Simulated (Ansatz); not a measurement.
The molecule MnS, multiplicity 6 (the spin of the measured ground state). No spin–orbit coupling. Mn is treated without relativity. The T1 diagnostic near the minimum is 0.058, so single-reference values are doubtful.

| level | bond energy D_e (kcal/mol) |
|---|---|
| SVWN5/def2-TZVPP | 112.95 |
| PBE/def2-TZVPP | 96.50 |
| r2SCAN/def2-TZVPP | 89.30 |
| B97M-V/def2-TZVPP | 82.40 |
| B3LYP/def2-TZVPP | 71.74 |
| PBE0/def2-TZVPP | 76.04 |
| CAM-B3LYP/def2-TZVPP | 67.21 |
| wB97X-V/def2-TZVPP | 71.33 |
| wB97M-V/def2-TZVPP | 65.12 |

The rows run from 65.12 (wB97M-V/def2-TZVPP) to 112.95 kcal/mol (SVWN5/def2-TZVPP). The 9 functionals in def2-TZVPP without D3 or D4 span 47.82, from wB97M-V to SVWN5.

D_e counts from the fitted minimum to each atom's lowest state at the same level, without counterpoise.

Doubts at one or more of the structures used: a spin-contaminated determinant (r2SCAN/def2-TZVPP, B97M-V/def2-TZVPP, PBE0/def2-TZVPP, CAM-B3LYP/def2-TZVPP).

Codes used: Ansatz (Gaussian orbitals). Values without a source in brackets are computed.

Ansatz is an electronic-structure program.
